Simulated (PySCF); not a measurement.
H₂O₃P (SMILES O=[P](O)O), doublet, geometry from GFN2-xTB; PySCF with SVWN5/cc-pVDZ.

PySCF was given this input:
```python
from pyscf import gto, scf, dft

mol = gto.M(
    atom='''
O     1.427181   -0.127893    0.470293
P     0.199306    0.021675   -0.314838
O    -0.899245   -1.162206    0.032029
O    -0.648013    1.332485    0.101491
H    -0.493336   -2.020942    0.152005
H    -1.535643    1.356721   -0.259933
''',
    basis='cc-pvdz',
    charge=0,
    spin=1,
    verbose=4,
)

mf = dft.UKS(mol)
mf.xc = 'lda,vwn'
mf.kernel()
```

It wrote (shortened):

```
PySCF version 2.14.0

[INPUT] verbose = 4
[INPUT] num. atoms = 6
[INPUT] num. electrons = 41
[INPUT] charge = 0
[INPUT] spin (= nelec alpha-beta = 2S) = 1
[INPUT] symmetry False subgroup None
[INPUT] Mole.unit = angstrom
[INPUT] Symbol           X                Y                Z      unit          X                Y                Z       unit  Magmom
[INPUT]  1 O      1.427181000000  -0.127893000000   0.470293000000 AA    2.696981220183  -0.241682743249   0.888724968300 Bohr   0.0
[INPUT]  2 P      0.199306000000   0.021675000000  -0.314838000000 AA    0.376633754983   0.040959813750  -0.594957593606 Bohr   0.0
[INPUT]  3 O     -0.899245000000  -1.162206000000   0.032029000000 AA   -1.699326768885  -2.196251040326   0.060526038044 Bohr   0.0
[INPUT]  4 O     -0.648013000000   1.332485000000   0.101491000000 AA   -1.224567095158   2.518031715091   0.191790194108 Bohr   0.0
[INPUT]  5 H     -0.493336000000  -2.020942000000   0.152005000000 AA   -0.932269927388  -3.819026893631   0.287247819565 Bohr   0.0
[INPUT]  6 H     -1.535643000000   1.356721000000  -0.259933000000 AA   -2.901944695105   2.563831117446  -0.491202180737 Bohr   0.0

nuclear repulsion = 182.809085284927
number of shells = 26
number of NR pGTOs = 133
number of NR cGTOs = 70
basis = cc-pvdz
ecp = {}

******** <class 'pyscf.dft.uks.UKS'> ********
method = UKS
initial guess = minao
damping factor = 0
level_shift factor = 0
DIIS = <class 'pyscf.scf.diis.CDIIS'>
diis_start_cycle = 1
diis_space = 8
diis_damp = 0
SCF conv_tol = 1e-09
SCF conv_tol_grad = None
SCF max_cycles = 50
direct_scf = True
direct_scf_tol = 1e-13
number electrons alpha = 21  beta = 20
XC library pyscf.dft.libxc version 7.1.2
    S. Lehtola, C. Steigemann, M. J. T. Oliveira, and M. A. L. Marques,  SoftwareX 7, 1–5 (2018)
XC functionals = lda,vwn
    P. A. M. Dirac,  Math. Proc. Cambridge Philos. Soc. 26, 376 (1930)
    F. Bloch,  Z. Phys. 57, 545 (1929)
    S. H. Vosko, L. Wilk, and M. Nusair,  Can. J. Phys. 58, 1200 (1980)
radial grids:
    Treutler-Ahlrichs [JCP 102, 346 (1995); DOI:10.1063/1.469408] (M4) radial grids

becke partition: Becke, JCP 88, 2547 (1988); DOI:10.1063/1.454033
pruning grids: <function nwchem_prune>
grids dens level: 3
symmetrized grids: False
atomic radii adjust function: <function treutler_atomic_radii_adjust>
small_rho_cutoff = 0
Set gradient conv threshold to 3.16228e-05
tot grids = 81048
init E= -566.048673183437

cycle= 1 E= -565.045343350411  delta_E=    1  |g|= 0.923  |ddm|= 1.88
cycle= 2 E= -562.990412995071  delta_E= 2.05  |g|= 2.22  |ddm|= 2.22
cycle= 3 E= -565.193247870887  delta_E= -2.2  |g|= 0.661  |ddm|= 2.01
cycle= 4 E= -565.369305323894  delta_E= -0.176  |g|= 0.156  |ddm|= 0.588
cycle= 5 E= -565.377029606945  delta_E= -0.00772  |g|= 0.0584  |ddm|= 0.144
cycle= 6 E= -565.3785428452  delta_E= -0.00151  |g|= 0.0279  |ddm|= 0.0603
cycle= 7 E= -565.378821031954  delta_E= -0.000278  |g|= 0.0122  |ddm|= 0.0219
cycle= 8 E= -565.378883863737  delta_E= -6.28e-05  |g|= 0.00177  |ddm|= 0.0117
cycle= 9 E= -565.378885626191  delta_E= -1.76e-06  |g|= 0.000369  |ddm|= 0.00222
cycle= 10 E= -565.378885689786  delta_E= -6.36e-08  |g|= 0.000114  |ddm|= 0.000467
cycle= 11 E= -565.378885696523  delta_E= -6.74e-09  |g|= 1.48e-05  |ddm|= 0.000125
cycle= 12 E= -565.378885696665  delta_E= -1.42e-10  |g|= 5.5e-06  |ddm|= 2.35e-05
Extra cycle  E= -565.378885696583  delta_E= 8.21e-11  |g|= 1.56e-05  |ddm|= 1.64e-05
converged SCF energy = -565.378885696583  <S^2> = 0.75090555  2S+1 = 2.0009053
```
